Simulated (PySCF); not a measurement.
# Working out the ionisation energy of Mn(2+)

Mn(2+) [Ar] 3d5 (6S) → Mn(3+) [Ar] 3d4 (5D). Calculation: PySCF 2.14, in x2c-TZVPPall; scalar relativity by spin-free X2C-1e. Frozen: [Ar]. Energies in hartree (1 hartree = 27.21139 eV):

| part | Mn(2+) (lower) | Mn(3+) (upper) |
| --- | --- | --- |
| UHF | -1156.606975 | -1155.417929 |
| CCSD correlation | -0.073475 | -0.042068 |
| (T) | -0.000730 | -0.000205 |

Task: What does Hartree-Fock give?

Result: (-1155.417929) − (-1156.606975) = 1.189046 hartree = 32.356 eV.

Task: What do CCSD and CCSD(T) give?

Result: The CCSD correlation energies differ by 0.031407 hartree = 0.855 eV and the triples by 0.000525 hartree = 0.014 eV, so CCSD gives 33.211 eV and CCSD(T) 33.225 eV.

A first-order spin-orbit estimate adds -0.070 eV to CCSD(T) (valence), giving 33.155 eV against 33.668 ± 0.012 eV (measured; NIST Atomic Spectra Database, ionization energies).

What remains against the reference includes basis incompleteness, the frozen core and higher excitations.
